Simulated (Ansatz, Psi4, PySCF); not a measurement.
Na₂, charge +1, doublet, geometry from GFN2-xTB (such geometries of metal compounds can be far from the true shape) (a state made from the parent by changing its charge; the spin is typed, not shown lowest). Base run: REVPBE/aug-cc-pVDZ (PySCF).

The PySCF input:
```python
from pyscf import gto, scf, dft

mol = gto.M(
    atom='''
Na   -0.00000000   -0.00000000   -1.65064203
Na    0.00000000    0.00000000    1.65064203
''',
    basis='aug-cc-pvdz',
    charge=1,
    spin=1,
    verbose=4,
)

mf = dft.UKS(mol)
mf.xc = 'revpbe'
mf.kernel()
```

The same geometry, method and basis name were run in Ansatz (a quantum-chemistry and plane-wave program) and Psi4 and PySCF, at each program's defaults and at the settings that a row names. The base is PySCF at its defaults. Differences at the defaults can come from grids, fitting, cores and function types together.

```
code and settings                                                                             ΔE vs base (mEh)  basis functions      E (Eh)  SCF cycles
--------------------------------------------------------------------------------------------  ----------------  ---------------  ----------  ----------
PySCF, defaults (exact integrals, its default grid, spherical functions)                                 0.000               54  -324.31508           6
Psi4, defaults (density fitting with its default set, its default grid, spherical functions)            -0.035               54  -324.31512           4
Ansatz, defaults (factorised integrals, its default grid, spherical functions)                           0.005               54  -324.31508           -
PySCF, density fitting with def2-universal-jkfit                                                        -0.038               54  -324.31512           6
PySCF, fine grid                                                                                         0.001               54  -324.31508           6
Psi4, exact integrals, spherical functions, fine grid                                                    0.005               54  -324.31508           6
Ansatz, high accuracy                                                                                    0.005               54  -324.31508           -
```

Open shells are given as the SCF converged; they aren't shown to be the lowest states, and a large step between rows can be another state.
